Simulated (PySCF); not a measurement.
AsBH5N.
Cartesian coordinates in Å at the PBE0-D3(BJ)/def2-SVP level; atoms count from 1:
```
atom  x, y, z in Å
N1    -1.4297   -0.1221   -0.3421
B2    -0.1852   -0.2554    0.2533
As3    1.4492    0.5671   -0.7004
H4    -2.2790   -0.4863    0.0729
H5    -1.5778    0.3486   -1.2272
H6    -0.1027   -0.8412    1.3077
H7     2.4017   -0.5350   -0.2499
H8     1.8072    1.4248    0.5104
```

The calculation used EOM-IP-CCSD/aug-cc-pVDZ in PySCF, restricted Hartree–Fock reference, 11 core orbitals frozen, non-relativistic, gas phase, PBE0-D3(BJ)/def2-SVP geometry.

Hartree–Fock orbital energies give these Koopmans values (eV): HOMO 9.36, HOMO-1 11.64, HOMO-2 12.13, HOMO-3 13.20, HOMO-4 14.66, HOMO-5 18.78, HOMO-6 19.38.

**Question.** What vertical ionisation energies does EOM-IP-CCSD give?

**Answer.** 
| leading hole (HF orbital) | Koopmans (eV) | EOM-IP-CCSD (eV) | change (eV) | one-hole share |
| --- | --- | --- | --- | --- |
| HOMO | 9.36 | 9.07 | -0.29 | 0.96 |
| HOMO-1 | 11.64 | 11.05 | -0.59 | 0.95 |
| HOMO-2 | 12.13 | 11.19 | -0.94 | 0.94 |
| HOMO-3 | 13.20 | 12.54 | -0.66 | 0.94 |
| HOMO-4 | 14.66 | 13.50 | -1.16 | 0.94 |
| HOMO-5 | 18.78 | 17.27 | -1.51 | 0.90 |
| HOMO-6 | 19.38 | 17.71 | -1.67 | 0.92 |

**Question.** Does the order of the lines follow the orbital energies?

**Answer.** Yes, no two lines change places. The corrections run from -1.67 to -0.29 eV, with a mean of -0.97 eV over the 7 lines; no line lies above its Koopmans value.

**Question.** At what kinetic energies would He I light (21.22 eV) eject these electrons?

**Answer.** 12.15 eV (HOMO), 10.17 eV (HOMO-1), 10.03 eV (HOMO-2), 8.68 eV (HOMO-3), 7.72 eV (HOMO-4), 3.95 eV (HOMO-5), 3.51 eV (HOMO-6).

Lines less than 0.15 eV apart could change places at a higher level. One root was sought for each valence orbital with −ε under 21 eV, eight at most, so deeper holes and satellites are missing; no vibrational structure.

On Arm Neoverse V1, one thread, no GPU, shared host, this took 1.9 min of wall time.

One conformer stands for the species.
